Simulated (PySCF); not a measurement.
## How methods differ on the interval between two levels of Ti³⁺

Ti³⁺ [Ar] 3d1 [2D5/2, M_J = 5/2] → Ti³⁺ [Ar] 4s1 [2S1/2, M_J = 1/2], as a difference of total energies. Computed with PySCF 2.14 in x2c-SVPall-2c with one added diffuse shell each of s, d type (6s5p4d1f, 48 functions), with the two-component X2C-1e Hamiltonian. Correlated levels: [Ne] frozen; the 6 highest virtual spinors dropped. "Screened" scales the spin-orbit matrix elements by Boettger's factors to mimic the two-electron term; Breit and QED terms are absent.

```csv
method,interval between two levels (cm⁻¹)
GHF (spin-free),98803
GMP2 (spin-free),94770
GHF (screened spin-orbit),98646
GMP2 (screened spin-orbit),94611
```
